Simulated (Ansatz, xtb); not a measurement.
**Two isomers of H7SSiSn+**

Structure a is `[SiH3][SnH2][SH2+]`, a singlet and structure b is `[SiH3][SH+][SnH3]`, a singlet. Both are isolated ions in the gas phase, relaxed with PBE0-D3(BJ)/def2-SVP; the shapes shown needn't be the lowest conformers.

a (Å):

```json
{"atom": "S", "x (Å)": "-1.7766", "y (Å)": "-2.9646", "z (Å)": "0.4800"}
{"atom": "Si", "x (Å)": "1.4904", "y (Å)": "-0.4750", "z (Å)": "0.7252"}
{"atom": "Sn", "x (Å)": "-0.3799", "y (Å)": "-1.1527", "z (Å)": "-0.9206"}
{"atom": "H", "x (Å)": "2.2314", "y (Å)": "-1.7291", "z (Å)": "1.0262"}
{"atom": "H", "x (Å)": "2.3131", "y (Å)": "0.5357", "z (Å)": "0.0107"}
{"atom": "H", "x (Å)": "0.7927", "y (Å)": "0.0729", "z (Å)": "1.9191"}
{"atom": "H", "x (Å)": "-0.0874", "y (Å)": "-2.2240", "z (Å)": "-2.2121"}
{"atom": "H", "x (Å)": "-1.7376", "y (Å)": "-0.1594", "z (Å)": "-1.1871"}
{"atom": "H", "x (Å)": "-0.7588", "y (Å)": "-3.7388", "z (Å)": "0.9310"}
{"atom": "H", "x (Å)": "-1.9086", "y (Å)": "-2.2956", "z (Å)": "1.6520"}
```

b (Å):

```yaml
atoms:
  - { symbol: S, position_ang: [-0.2268, -2.1174, 1.2590] }
  - { symbol: Si, position_ang: [1.4577, -0.6217, 1.2070] }
  - { symbol: Sn, position_ang: [-1.5318, -1.7732, -0.9699] }
  - { symbol: H, position_ang: [2.3065, -1.0135, 2.3552] }
  - { symbol: H, position_ang: [2.1043, -0.7660, -0.1206] }
  - { symbol: H, position_ang: [0.7141, 0.6489, 1.3777] }
  - { symbol: H, position_ang: [0.4835, -3.2222, 0.9195] }
  - { symbol: H, position_ang: [-2.4065, -0.3993, -0.5060] }
  - { symbol: H, position_ang: [-0.2551, -1.5418, -2.0632] }
  - { symbol: H, position_ang: [-2.3422, -3.2588, -1.0124] }
```

Quicker runs give these differences E(b) − E(a): GFN2-xTB −1.8 kcal/mol; HF/STO-3G −23.9 kcal/mol (at GFN2-xTB geometries); r2SCAN-D4/def2-SVP −5.4 kcal/mol (at GFN2-xTB geometries).

Task: Estimate E(b) − E(a) at the level CCSD(T)/def2-SVP + ΔMP2/def2-TZVPP.

Result: Calculated at CCSD(T)/def2-SVP + ΔMP2/def2-TZVPP: E(b) − E(a) = −5.6 kcal/mol, so structure b lies lower.

How the difference moves with the method:

| level | geometry | E(b) − E(a) (kcal/mol) | departure from the last row (kcal/mol) | job, with rough time for the two |
| --- | --- | --- | --- | --- |
| GFN2-xTB | GFN2-xTB | −1.8 | +3.7 | optimisation, 0.2 s |
| HF/STO-3G | GFN2-xTB | −23.9 | −18.3 | single point, 0.8 s |
| r2SCAN-D4/def2-SVP | GFN2-xTB | −5.4 | +0.2 | single point, 3.7 s |
| PBE0-D3(BJ)/def2-SVP | PBE0-D3(BJ)/def2-SVP | −4.1 | +1.5 | optimisation, 63 s |
| HF/def2-SVP | PBE0-D3(BJ)/def2-SVP | −7.0 | −1.5 | part of the CCSD(T) run |
| MP2/def2-SVP | PBE0-D3(BJ)/def2-SVP | −6.3 | −0.7 | part of the CCSD(T) run |
| CCSD(T)/def2-SVP | PBE0-D3(BJ)/def2-SVP | −5.0 | +0.6 | single point |
| CCSD(T)/def2-SVP + ΔMP2/def2-TZVPP | PBE0-D3(BJ)/def2-SVP | −5.6 |  | single point, 21 s |

As drawn, b has 1 S–Si, 1 Sn–H in place of 1 Si–Sn, 1 S–H.

The levels shown agree on the order. The largest departure from CCSD(T)/def2-SVP + ΔMP2/def2-TZVPP is that of HF/STO-3G, 18.3 kcal/mol. The last row adds to CCSD(T) the change of the MP2 difference between the two basis sets, here −0.6 kcal/mol.

With harmonic frequencies from PBE0-D3(BJ)/def2-SVP (ideal gas, rigid rotor, one conformer each, 200 K, 1 atm): on the last row, ΔE + ΔZPE = −5.8 kcal/mol. A mode under 50 cm⁻¹ makes harmonic enthalpies and free energies unreliable, so none is given.

The correlated steps freeze 14 core orbitals; the filled d shell of Sn is correlated, in a basis made for valence electrons. Atoms past krypton carry core potentials in the def2 sets, other sets are all-electron and non-relativistic, and no spin–orbit term is included. Codes used: Ansatz 0.2.0, xtb 6.7.1; the last row on 2 threads of Arm Neoverse V1 on a shared host.
